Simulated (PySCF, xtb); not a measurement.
CH6O2Si2, SMILES C1[SiH2][Si@H](O1)O. The values are those of a single conformer.

Harmonic wavenumbers (cm⁻¹) from GFN2-xTB (xtb) at its own minimum, in rising order: 124, 152, 188, 264, 359, 423, 455, 491, 549, 622, 686, 698, 734, 763, 778, 823, 916, 1001, 1153, 1229, 1480, 2190, 2227, 2273, 2926, 2952, 3662.

Q: What does PBE0-D3(BJ)/def2-SVP run with PySCF give at its own minimum? (The exact figures need the calculation; the answer reports its results.)

A: 85, 151, 250, 347, 401, 444, 450, 540, 646, 707, 731, 797, 816, 830, 900, 922, 943, 1048, 1207, 1254, 1463, 2213, 2227, 2270, 3055, 3113, 3927. Paired by order, the mean absolute difference is 65 cm⁻¹ and the zero-point energies are 43.1 and 45.4 kcal/mol.
